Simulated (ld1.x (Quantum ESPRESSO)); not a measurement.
# Configuration tests for Rb (TM)

Rb, norm-conserving Troullier–Martins (Kleinman–Bylander form), made with ld1.x (Quantum ESPRESSO) 7.5 (PBE, fully relativistic). Core [Ar] 3d10, reference 4s2 4p6 5s1 5p0. Waves: 4s (bound): rc 2.20 bohr; 4d channel at 0.45 Ry: rc 1.90 bohr; 4p (bound): rc 2.00 bohr. Local part: the p channel. Core correction: none.

Open shells are filled in proportion to 2j + 1 (rel_dist='average').

Occupied shells without a wave of their own: 5s. They enter only through the test configuration that unscreens the potential.

Energies are relative to the spin-unpolarised reference configuration 4s2 4p6 5s1 5p0; without spin polarisation the order of configurations can differ from experiment. Not all tests gave a result: 1 of 5 tests not solved or not reliable. Left out of the table: 4s2 4p6 5s0 5p1 (solver errors, printed error -2.8 eV). The p channel is local and has no spin–orbit splitting in the pseudo-atom. The frozen-core shift is the all-electron ΔE with the core orbitals held at their reference shape minus the fully relaxed ΔE.

(1) Give the all-electron excitation energy and the error of the potential for: 4s2 4p6 5s0 5p0; 4s2 4p6 5s0.5 5p0; 4s2 4p5 5s1 5p0; 4s1 4p6 5s1 5p0.

Levels in the configuration 4s2 4p6 5s0.5 5p0:

```tsv
level	all-electron (eV)	pseudo (eV)
4s j=1/2	-34.542	-34.606
4p j=1/2	-19.202	-18.667
4p j=3/2	-18.321	-18.667
5s j=1/2	-4.121	-4.254
```

Note: ghost state, extra bound levels that the all-electron valence spectrum of the same l lacks: d5/2 at -27.6 eV. A true bound ghost makes a file unfit for plane-wave use. The potential misses its own reference levels by up to 0.6 eV.

## Answers

(1)

| valence configuration | charge | ΔE all-electron (eV) | error AE − PS (meV) | frozen-core shift (meV) |
| --- | --- | --- | --- | --- |
| 4s2 4p6 5s0 5p0 | +1 | 4.154 | -137 | 0.0 |
| 4s2 4p6 5s0.5 5p0 | +0.5 | 1.578 | -52 | 0.0 |
| 4s2 4p5 5s1 5p0 | +1 | 21.151 | +57 | +4.0 |
| 4s1 4p6 5s1 5p0 | +1 | 37.727 | +12 | +13 |
